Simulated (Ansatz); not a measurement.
A set of 12 reactions (group exchange), with CCSD(T)/CBS values in kJ/mol:

```json
{"reaction": "`[NH]=[W](=[NH])([NH2])[Cl]` + CH₄ → `[CH3][W](=[NH])(=[NH])[Cl]` + NH₃", "ΔE": "83.8"}
{"reaction": "`CC[Te]B(O)O` + `C[SiH3]` → `C[SiH2][Te]B(O)O` + `CC`", "ΔE": "-98.6"}
{"reaction": "`[GeH3][CH2]CBr` + `B[CH2][AlH2]` → `B[CH2][AlH][GeH3]` + `CCBr`", "ΔE": "-47.7"}
{"reaction": "`C[SiH]([SiH3])[SiH3]` + `CF` → `FC[SiH]([SiH3])[SiH3]` + CH₄", "ΔE": "12.8"}
{"reaction": "`[BH2][GaH2]` + `OBCCl` → `BC(Cl)BO` + `[GaH3]`", "ΔE": "-25.3"}
{"reaction": "`C[SiH]([SiH3])I` + `C=CF` → `C/C=C\\F` + `[SiH3][SiH2]I`", "ΔE": "38.5"}
{"reaction": "`CO[SiH2][O][GeH3]` + CH₄ → `C[SiH2][O][GeH3]` + CH₃OH", "ΔE": "111.8"}
{"reaction": "`O=C[SiH]([SiH3])Cl` + `C[SiH2][AlH][F]` → `C[SiH2][Al]([F])[SiH3]` + `O=C[SiH2]Cl`", "ΔE": "-3.6"}
{"reaction": "`CO[SiH](C)S` + `COCO` → `CO[SiH](C)O` + `COCS`", "ΔE": "-51.9"}
{"reaction": "`C[Si](O)([SiH3])S` + `C=C=C(O)Cl` → `C[SiH](O)S` + `C=C=C(Cl)O[SiH3]`", "ΔE": "-88.9"}
{"reaction": "`CO[BH][ZnH]` + `O[SiH3]` → `O[SiH2][BH][ZnH]` + CH₃OH", "ΔE": "151.4"}
{"reaction": "`CO[SiH](C)S` + SiH₄ → `CO[SiH]([SiH3])S` + CH₄", "ΔE": "2.9"}
```

Gas-phase electronic energies from Ansatz, PBE0-D4/def2-TZVP geometries. CCSD(T)/CBS is the MP2 limit (def2-TZVPP, def2-QZVPP) plus CCSD(T) − MP2 in def2-TZVPP, frozen cores. This one scheme is used for every species. DFT in def2-TZVPP. B3LYP here is the variant with VWN-RPA as its local correlation; programs differ in this. def2 core potentials past Kr. For Br, Ga, Ge, I, Te, W, Zn outer-core shells are correlated without core-valence functions, which leaves a few kJ/mol of doubt a bond. Scalar relativity is left out up to krypton. One conformer a species, not always the lowest.

Task: Give the mean, mean absolute and largest difference (level minus CCSD(T)/CBS, kJ/mol) for: PBE-D4, r2SCAN-D4, PBE0-D4, B3LYP-D4, r2SCAN, PBE0, B3LYP, HF/def2-TZVPP, MP2/def2-TZVPP, HF/def2-QZVPP, MP2/def2-QZVPP, SCS-MP2/def2-QZVPP, HF/CBS(def2), CCSD/CBS(def2). (Best estimate.)

Result: Ansatz gave: 
```
             level  mean  mean absolute  largest
            PBE-D4  -0.8            7.3     26.1
         r2SCAN-D4  -0.3            3.7      7.3
           PBE0-D4  -1.2            6.3     18.9
          B3LYP-D4   0.4            3.4      7.7
            r2SCAN  -0.4            3.6     -7.2
              PBE0  -1.5            6.2     17.3
             B3LYP  -0.2            3.1      8.5
     HF/def2-TZVPP  -0.5            7.0    -22.7
    MP2/def2-TZVPP   0.9            4.2      9.5
     HF/def2-QZVPP  -0.6            7.3    -24.7
    MP2/def2-QZVPP   0.6            4.4     -8.8
SCS-MP2/def2-QZVPP   0.7            4.3    -12.6
      HF/CBS(def2)  -0.6            7.4    -25.0
    CCSD/CBS(def2)  -0.4            1.3     -3.1
```

The largest T1 diagnostic in the set is 0.020, for `[CH3][W](=[NH])(=[NH])[Cl]` (customary mark 0.02).

CCSD(T)/CBS is a level of theory with its own doubt, and the functionals carry their triple-zeta basis error, so these figures describe this set and don't rank the functionals.
